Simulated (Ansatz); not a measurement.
Species: KI, net charge -1, doublet state. 
Coordinates optimised at B3LYP-D3(BJ)/def2-TZVP (Ansatz, a program for electronic structure):
```
K
I 1 3.3148
```
Charge -1, spin multiplicity 2.

Basis-set convergence of Hartree-Fock and CCSD correlation energies (hartree) with Ansatz. Valence correlation only, unless marked. UHF or UKS for open shells. No spin-orbit coupling. The frozen core is the preceding noble-gas configuration, with the filled d and f shells of earlier blocks. The outer core of K, Ca and their heavier congeners is not correlated, a term that matters for these elements. Past Kr the def2 sets carry scalar-relativistic core potentials. This anion needs diffuse functions, which these sets lack.

```json
[
 {"basis": "def2-SVP", "functions": "50", "E(HF)": "-895.84039", "E(corr, CCSD)": "-0.10994"},
 {"basis": "def2-TZVPP", "functions": "83", "E(HF)": "-895.92671", "E(corr, CCSD)": "-0.15986"},
 {"basis": "def2-QZVPP", "functions": "152", "E(HF)": "?", "E(corr, CCSD)": "?"}
]
```

**Question.** Complete the blanks.

**Answer.** 
- def2-QZVPP, E(HF): -895.94328
- def2-QZVPP, E(corr, CCSD): -0.18153
